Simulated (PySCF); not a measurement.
## PRu: one state, many levels of theory

State: quartet, unpaired electrons σ ↑, π ↑, δ ↑, a mixture of terms (⟨Lz²⟩ = 4.9). Set-up: P def2-TZVPP, Ru def2-TZVPP with ECP28; scalar-relativistic core potentials (PySCF 2.14). De refers to P + Ru (4d7 5s1) in their high-spin ground configurations, without counterpoise correction. The functionals are run spin-unrestricted. A positive dipole means P(−)Ru(+). Levels whose curve was spin-contaminated or gave no clean fit are not listed.

| Level | Re (Å) | ωe (cm⁻¹) | De (eV) | μ (D) | CPU s a point (SCF and correlation, without the integrals) |
| --- | --- | --- | --- | --- | --- |
| ROHF-CCSD | 2.046 | 538 | 2.26 | n/a | n/a |
| ROHF-CCSD(T) | 2.058 | 518 | 2.94 | n/a | 270 |
| LDA | 2.024 | 559 | 4.94 | 1.89 | 1.5 |
| PBE | 2.053 | 527 | 3.88 | 2.11 | 1.9 |
| PW91 | 2.052 | 528 | 3.90 | 2.07 | 1.2 |
| BLYP | 2.072 | 507 | 3.74 | 2.01 | 1.9 |
| TPSS | 2.058 | 520 | 3.53 | 2.42 | 2.9 |
| r²SCAN | 2.047 | 514 | 3.41 | 2.41 | 3 |
| PBE0 | 2.044 | 501 | 2.97 | 2.62 | 6.9 |
| ωB97X | 2.041 | 485 | 3.04 | 3.28 | 5.1 |

Problem. Which functional lies closest to ROHF-CCSD(T) in De, which farthest, and by how much do they differ from it?

Solution. Closest is PBE0 (-1.4 pm in Re, -3.3 % in ωe, +0.03 eV in De against ROHF-CCSD(T) in the same basis), farthest LDA (-3.4 pm in Re, +7.9 % in ωe, +2.00 eV in De). CCSD(T) converges more slowly with the basis than the functionals do and binds too weakly in this one, so the order can change at the basis-set limit.

Problem. What does a quarter of exact exchange do here, going from PBE to PBE0?

Solution. PBE0 less PBE: -0.9 pm in Re, -4.9 % in ωe, -0.91 eV in De. Exact exchange removes part of the self-interaction that spreads semilocal densities, and in most molecules shortens and stiffens the bond and lowers De; here ωe goes the other way.

Problem. What does the step from GGA to meta-GGA do here, going from PBE to r²SCAN?

Solution. r²SCAN less PBE: -0.6 pm in Re, -2.5 % in ωe, -0.47 eV in De. 

Correlated steps freeze 5 core orbitals. The metal atom is held in its measured ground configuration; semilocal functionals can put another filling of s and d lower by some tenths of an eV, and De to that atom would be smaller. These are scalar-relativistic numbers at best; spin–orbit coupling would shift them, the dissociation energy most. Counting both spins, an empty level lies below a filled one in some of these solutions, because spin and occupation are held. The CCSD T1 diagnostic is raised, a sign that a single reference may not be enough here. With d or f electrons several states lie close, and the lowest PBE0 determinant need not be the measured ground state.

The whole job (state search and all levels along the bond) took about 24 min on 2 threads of Arm Neoverse V2 (shared host), peak memory 4.5 GiB.
